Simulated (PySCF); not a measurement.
# Cd³⁺ (cadmium, charge +3) across methods

[Kr] 4d9, 2D determinant. Calculation: PySCF 2.14, in x2c-QZVPPall; scalar relativity by spin-free X2C-1e.

```csv
method,E (hartree),mean ε 4p β (eV),mean ε 4d α (eV),mean ε 4d β (eV),Σ⟨r²⟩ (bohr²),⟨S²⟩
LDA,-5585.98,-101.90,-46.424,-45.597,25.93,0.750
M06-L,-5591.63,-103.50,-46.500,-45.478,25.59,0.751
M06-2X,-5592.18,-110.20,-51.078,-50.168,25.78,0.751
PBE,-5591.27,-101.75,-46.212,-45.375,25.88,0.751
UHF,-5589.22766,-118.29,-54.670,-53.456,25.67,0.752
r2SCAN,-5591.70,-103.50,-46.684,-45.728,25.74,0.751
PBE0,-5591.36,-106.23,-48.617,-47.697,25.78,0.751
```

Estimate the same row for M06.

E (hartree) = -5591.79; mean ε 4p β (eV) = -106.44; mean ε 4d α (eV) = -48.642; mean ε 4d β (eV) = -47.644; Σ⟨r²⟩ (bohr²) = 25.74; ⟨S²⟩ = 0.751.
